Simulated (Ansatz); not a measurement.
TiO₂. The state is a singlet with charge 0. Geometry PBE-D4/def2-TZVP, basis def2-TZVP, Ansatz.

```tsv
atom	x (Å)	y (Å)	z (Å)
Ti1	-0.288	-0.454	-0.322
O2	1.349	-0.276	-0.206
O3	-1.061	0.730	0.528
```

```
run  HOMO (eV)  LUMO (eV)
  A      -8.71      -2.19
  B     -11.06      -1.00
  C      -7.03      -3.22
  D      -7.45      -2.54
  E      -5.71      -3.50
  F      -5.98      -3.08
```

B3LYP takes the VWN-RPA correlation.

**Question.** The runs used B3LYP, CAM-B3LYP, HF, PBE, r2SCAN, r2SCAN0. Estimate which is which.

**Answer.** A CAM-B3LYP (range-separated); B HF (100 % exact exchange); C B3LYP (20 % exact exchange); D r2SCAN0 (25 % exact exchange); E PBE (0 % exact exchange); F r2SCAN (0 % exact exchange). Exact exchange lowers occupied and raises empty levels; among semilocal functionals meta-GGAs tend to open the gap a little, and such runs are hard to tell apart. The gap grows from 2.21 eV (PBE) to 10.07 eV (HF).
